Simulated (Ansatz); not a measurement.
Ideal-gas functions of F2H2NOTa (`[NH2][Ta](=[O])([F])[F]`) at 800 K and 1 bar, from an Ansatz frequency run at PBE0-D4/def2-TZVP.

Molar mass 250.97 g/mol, point group Cs (symmetry number 1), electronic degeneracy 1, moments of inertia 157.912, 158.74, 182.85 u Å². Harmonic wavenumbers (cm⁻¹, unscaled): 173, 181, 187, 231, 245, 397, 514, 612, 670, 675, 706, 1025, 1549, 3574, 3673.

Use S(trans) = R[1.5 ln M + 2.5 ln T − 1.1517]; rotational temperatures θ = 24.2544 K / I; S(rot) = R[ln(√π/σ · √(T³/θAθBθC)) + 1.5]; for each mode x = 1.438777 ν̃/T, S = R[x/(eˣ − 1) − ln(1 − e⁻ˣ)] and H = RT x/(eˣ − 1); 1 cm⁻¹ = 0.0119627 kJ/mol; R = 8.31446 J/(mol·K).

**Question.** By hand: the entropy, in J/(mol·K).

**Answer.** Translation 198.3. Rotation: θ = 0.1536, 0.1528, 0.1326 K, giving 124.6. Vibration, mode by mode: 18.06, 17.68, 17.41, 15.68, 15.20, 11.29, 9.26, 7.92, 7.25, 7.19, 6.87, 4.31, 2.05, 0.10, 0.09, in all 140.4. Electronic 0.0. Sum 463.3 J/(mol·K).

**Question.** By hand: H − E and G − E in kJ/mol, counted from the electronic energy.

**Answer.** Zero-point energy ½ × 14412 × 0.0119627 = 86.2; thermal vibration 53.6; translation, rotation and pV give 4 RT = 26.6. H − E = 166.4 kJ/mol, and G − E = 166.4 − 800 × 463.3/1000 = -204.2 kJ/mol.

Vibration gives 30 % of the entropy. The sum counts one conformer and one mirror image; others add a mixing term.
